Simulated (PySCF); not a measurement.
Spectra and structures to be paired. Method used: TDDFT CAM-B3LYP/def2-SVPD, vertical, gas phase, core orbitals frozen in the response in PySCF. Geometries: PBE0-D3(BJ)/def2-SVP; one conformer of each isolated species. Triplets are in the Tamm–Dancoff approximation.

A. `C[Si](C)(C)C#N`
B. `c1c([SiH](C)C)ccc(c1)[SiH](C)C`
C. `C=C=C[C@H](C)OC`
D. `ClC(C(F)(C(C(F)(F)F)(F)F)F)=O`
E. `CC[C@H]1CC=CO1`

Lowest singlet levels (six at most, fewer where fewer were computed) with oscillator strengths:

1. 211 nm (f 0.000); 201 nm (f 0.000); 175 nm (f 0.012); 171 nm (f 0.069); 169 nm (f 0.024); 169 nm (f 0.058)
2. 174 nm (f 0.000); 167 nm (f 0.013 summed over 2 states); 149 nm (f 0.000 summed over 2 states); 147 nm (f 0.195 summed over 2 states); 143 nm (f 0.000); 142 nm (f 0.211) [of 10 roots; the last level is left out, as the window may have cut its degenerate partner]; T1 5.87 eV
3. 236 nm (f 0.003); 215 nm (f 0.263); 198 nm (f 0.012); 187 nm (f 0.022); 186 nm (f 0.229); 185 nm (f 1.060); T1 3.92 eV
4. 209 nm (f 0.013); 197 nm (f 0.136); 182 nm (f 0.018); 180 nm (f 0.017); 176 nm (f 0.016); 166 nm (f 0.002)
5. 256 nm (f 0.001); 200 nm (f 0.001); 183 nm (f 0.040); 154 nm (f 0.027); 151 nm (f 0.013); 150 nm (f 0.001); T1 4.28 eV

Problem. Which spectrum belongs to which structure?

Solution. 1 = C, 2 = A, 3 = B, 4 = E, 5 = D.
- A: S1 at 7.12 eV, HOMO-3→LUMO+1/LUMO+2 (≥19%), HOMO-4→LUMO+1/LUMO+2 (≥18%), HOMO-1/HOMO→LUMO+1/LUMO+2 (≥18%); Löwdin shares by element: HOMO (one of a set within 0.03 eV) carbon 38% or more, nitrogen 16%, silicon 16% (atoms not listed hold the other 30%); LUMO carbon 31% or more, silicon 20% (atoms not listed hold the other 49%); HOMO -10.43 and LUMO 0.85 eV.
- B: S1 at 5.25 eV, HOMO-1→LUMO (56%), HOMO→LUMO+1 (41%); Löwdin shares by element: HOMO carbon 62% or more (atoms not listed hold the other 38%); LUMO carbon 57% or more (atoms not listed hold the other 43%); HOMO -8.31 and LUMO 0.27 eV.
- C: S1 at 5.87 eV, HOMO-1→LUMO (41%), HOMO-1→LUMO+1 (15%), HOMO-1→LUMO+2 (13%); Löwdin shares by element: HOMO carbon 42% or more, oxygen 33% (atoms not listed hold the other 25%); LUMO carbon 59% or more, hydrogen 7% or more (atoms not listed hold the other 34%); HOMO -8.76 and LUMO 1.20 eV.
- D: S1 at 4.83 eV, HOMO→LUMO (95%); S1 has the pattern of n→π* at C=O; HOMO -11.14 and LUMO -1.43 eV.
- E: S1 at 5.92 eV, HOMO→LUMO (82%), HOMO→LUMO+2 (8%); Löwdin shares by element: HOMO carbon 58% or more, oxygen 26% (atoms not listed hold the other 16%); LUMO carbon 37% or more (atoms not listed hold the other 63%); HOMO -7.42 and LUMO 1.39 eV.
C and E have S1 within 0.05 eV of each other; their strongest listed levels stand at 7.25 eV (f 0.069) and 6.28 eV (f 0.136).

A slash joins orbitals within 0.01 eV of each other, whose weights are summed (≥ marks a lower bound).
